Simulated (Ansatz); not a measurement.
System (SMILES): [F][Ga] (F-Ga) (closed-shell singlet).
Geometry (B3LYP-D3(BJ)/def2-TZVP, fixed):
```xyz
2

Ga     0.0000     0.0000    -0.4051
F      0.0000     0.0000     1.3954
```

Basis-set convergence of the dipole moment at CCSD(T) with Ansatz (an electronic-structure program). Dipoles come from the density behind the forces; the sign is taken along the dipole that this method gives in the largest set. The reference of a correlated method is not its basis-set limit, which lies further on. All functions are spherical. Cores are frozen (with 3d on Ga to Br). No added dispersion term, no relativity. Reference: the value in aug-pcseg-3, 2.362 D, itself unsure by roughly 0.004 D (its mean distance from aug-cc-pVQZ, def2-QZVPPD).

```tsv
basis	functions	dipole moment (D)
pcseg-0	31	1.878
cc-pVDZ	41	…
pcseg-1	41	…
aug-cc-pVDZ	59	2.418
cc-pVTZ	73	2.164
def2-TZVPP	79	2.241
def2-TZVPPD	94	2.355
aug-cc-pVTZ	105	…
aug-pcseg-2	105	…
cc-pVQZ	123	2.287
def2-QZVPP	146	2.328
def2-QZVPPD	161	2.354
aug-cc-pVQZ	173	2.363
```

Problem. What belongs in the gaps?

Solution. 
- cc-pVDZ, dipole moment (D): 2.011
- pcseg-1, dipole moment (D): 2.256
- aug-cc-pVTZ, dipole moment (D): 2.360
- aug-pcseg-2, dipole moment (D): 2.351
